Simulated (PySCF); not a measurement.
Bi(Cl)3 cation (BiCl₃), SMILES [Cl][Bi]([Cl])[Cl] (connectivity only; charge and spin as stated), charge +1, multiplicity 2. Atoms are numbered in the order given.

```xyz
4

Bi    -0.2949     0.4969     0.0000
Cl    -1.8506    -1.3463     0.0000
Cl     1.6453    -0.5398    -1.3726
Cl     1.6453    -0.5398     1.3726
```
Charge +1, spin multiplicity 2.

The structure is a stationary point at PBE-D3(BJ)/def2-SVP. The multiplicity is an assumed one; other spin states were not compared. The isomer is the one that the SMILES or the coordinates give; other isomers of the formula were not compared. The def2 effective core potentials stand for the cores of Bi; spin–orbit coupling is left out.

All values below come from PBE0/def2-TZVPD run with PySCF.

Mulliken values depend strongly on the basis, most of all with diffuse functions as here. ESP charges are fitted to the potential on shells at 1.4 to 2.0 van der Waals radii. Atomic charges (e):

```json
[
 {"atom": "Bi1", "ESP fit": "1.00", "Mulliken": "1.32", "Mulliken spin": "-0.04"},
 {"atom": "Cl2", "ESP fit": "-0.09", "Mulliken": "-0.22", "Mulliken spin": "0.00"},
 {"atom": "Cl3", "ESP fit": "0.04", "Mulliken": "-0.05", "Mulliken spin": "0.52"},
 {"atom": "Cl4", "ESP fit": "0.04", "Mulliken": "-0.05", "Mulliken spin": "0.52"}
]
```
